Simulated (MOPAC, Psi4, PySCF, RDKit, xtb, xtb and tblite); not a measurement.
Relaxed torsion scan: SMILES c1c(cccc1-c1cccs1)C. Scanned: dihedral C5–C6–C7–S11; all other coordinates were relaxed at GFN2-xTB. Points at φ and −φ are mirror images.

Geometry of the scan point at 180° (Å):
```
22

C     -3.2090     1.2891    -0.4926
C     -2.1240     0.4817     0.1529
C     -2.4124    -0.3321     1.2438
C     -1.4121    -1.0746     1.8445
C     -0.1153    -1.0195     1.3717
C      0.1999    -0.2101     0.2786
C      1.5530    -0.1362    -0.2353
C      2.6805    -0.7788     0.2017
C      3.8336    -0.4653    -0.5443
C      3.5842     0.4145    -1.5475
S      1.9332     0.8784    -1.6011
C     -0.8227     0.5323    -0.3149
H     -2.8385     1.8065    -1.3738
H     -4.0376     0.6464    -0.7862
H     -3.5947     2.0294     0.2078
H     -3.4240    -0.3817     1.6200
H     -1.6450    -1.7044     2.6909
H      0.6521    -1.6056     1.8521
H      2.6953    -1.4594     1.0334
H      4.8058    -0.8782    -0.3409
H      4.2677     0.8240    -2.2645
H     -0.5868     1.1614    -1.1622
```

Levels: GFN2-xTB (xtb and tblite); MMFF94 // GFN2-xTB (RDKit); PBE/def2-SVP // GFN2-xTB (Psi4); PBE-D3(BJ)/def2-SVP // GFN2-xTB (Psi4); UFF // GFN2-xTB (RDKit); AM1, restricted, heats of formation // GFN2-xTB (MOPAC); GFN1-xTB // GFN2-xTB (xtb); RKS-B3LYP/6-31G* = PySCF 2.14.0 with restricted B3LYP/6-31G*, spherical d, density fitting // GFN2-xTB; RKS-B3LYP/3-21G = restricted B3LYP/3-21G, density fitting // GFN2-xTB in PySCF.

Least-squares fit of E(φ) = a0 + Σ (a_n cos nφ + b_n sin nφ), n = 1 to 4, to the 12 scan points, in kJ/mol above the lowest point of each profile (levels whose profile four harmonics don't fit are not listed):

```
method                 a0     a1    b1     a2    b2    a3    b3    a4    b4  rms of fit
-------------------  ----  -----  ----  -----  ----  ----  ----  ----  ----  ----------
GFN2-xTB             6.19   0.23  0.00  -7.73  0.00  0.03  0.00  1.74  0.00        0.06
MMFF94               2.81  -0.29  0.00   3.17  0.00  0.09  0.00  2.77  0.00        0.39
PBE/def2-SVP         5.34   0.02  0.00  -7.73  0.00  0.02  0.00  2.47  0.00        0.02
PBE-D3(BJ)/def2-SVP  5.61   0.05  0.00  -8.04  0.00  0.01  0.00  2.55  0.00        0.04
UFF                  6.77  -0.19  0.00  -8.29  0.00  0.13  0.00  4.50  0.00        0.28
AM1                  1.92  -0.04  0.00  -2.62  0.00  0.08  0.00  0.57  0.00        0.32
GFN1-xTB             6.13   0.06  0.00  -7.69  0.00  0.02  0.00  1.57  0.00        0.06
RKS-B3LYP/6-31G*     4.06  -0.04  0.00  -5.09  0.00  0.05  0.00  2.73  0.00        0.11
RKS-B3LYP/3-21G      3.48  -0.03  0.00  -4.95  0.00  0.08  0.00  1.77  0.00        0.09
```
